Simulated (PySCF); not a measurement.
H6O4SiSn. Atoms are numbered in the order given.

```xyz
12

O      1.0959     1.8176     0.9773
Sn     0.5034     0.2326    -0.0343
O      1.4295    -1.4565     0.3693
O      0.7978     0.5945    -1.9498
O     -1.3698    -0.0240     0.4985
Si    -2.5375    -1.1737     0.1996
H      0.5413     1.9312     1.7645
H      2.1914    -1.5682    -0.2193
H      0.7187     1.5432    -2.1315
H     -3.0799    -1.0362    -1.1872
H     -1.9965    -2.5580     0.3575
H     -3.6452    -0.9624     1.1753
```
Charge 0, spin multiplicity 1.

Geometry: r2SCAN-D4/def2-SVP. A frequency run showed that this geometry is not a minimum. The def2 effective core potentials stand for the cores of Sn; spin–orbit coupling is left out. One conformer was computed; it need not be the lowest.

Calculation: TDA-PBE/def2-SVPD (PySCF 2.14.0).

Vertical excitations. Isolated molecule, no solvent.

Computed excitation energies, oscillator strengths and character:
```json
[
 {"state": "S1", "energy (eV)": "4.22", "λ (nm)": "294", "f": "0.004", "main pairs": "HOMO→LUMO 98 %"},
 {"state": "S2", "energy (eV)": "4.50", "λ (nm)": "275", "f": "0.031", "main pairs": "HOMO−1→LUMO 94 %"},
 {"state": "S3", "energy (eV)": "4.64", "λ (nm)": "267", "f": "0.017", "main pairs": "HOMO−2→LUMO 93 %"},
 {"state": "S4", "energy (eV)": "4.80", "λ (nm)": "259", "f": "0.005", "main pairs": "HOMO−3→LUMO 73 %, HOMO−4→LUMO 26 %"},
 {"state": "S5", "energy (eV)": "5.00", "λ (nm)": "248", "f": "0.060", "main pairs": "HOMO−4→LUMO 68 %, HOMO−3→LUMO 21 %"},
 {"state": "S6", "energy (eV)": "5.94", "λ (nm)": "209", "f": "0.085", "main pairs": "HOMO−5→LUMO 62 %, HOMO−6→LUMO 19 %"},
 {"state": "S7", "energy (eV)": "6.01", "λ (nm)": "206", "f": "0.071", "main pairs": "HOMO−6→LUMO 50 %, HOMO−5→LUMO 21 %, HOMO−7→LUMO 21 %"},
 {"state": "S8", "energy (eV)": "6.28", "λ (nm)": "197", "f": "0.027", "main pairs": "HOMO−7→LUMO 74 %, HOMO−6→LUMO 18 %"},
 {"state": "S9", "energy (eV)": "6.42", "λ (nm)": "193", "f": "0.008", "main pairs": "HOMO−8→LUMO 47 %, HOMO−9→LUMO 44 %"},
 {"state": "S10", "energy (eV)": "6.57", "λ (nm)": "189", "f": "0.036", "main pairs": "HOMO−9→LUMO 46 %, HOMO−8→LUMO 43 %"},
 {"state": "T1", "energy (eV)": "4.03", "λ (nm)": "308", "f": "0", "main pairs": "HOMO→LUMO 99 %"},
 {"state": "T2", "energy (eV)": "4.17", "λ (nm)": "297", "f": "0", "main pairs": "HOMO−1→LUMO 98 %"},
 {"state": "T3", "energy (eV)": "4.25", "λ (nm)": "292", "f": "0", "main pairs": "HOMO−2→LUMO 98 %"},
 {"state": "T4", "energy (eV)": "4.42", "λ (nm)": "281", "f": "0", "main pairs": "HOMO−3→LUMO 97 %"}
]
```
Triplets are in the Tamm–Dancoff approximation.
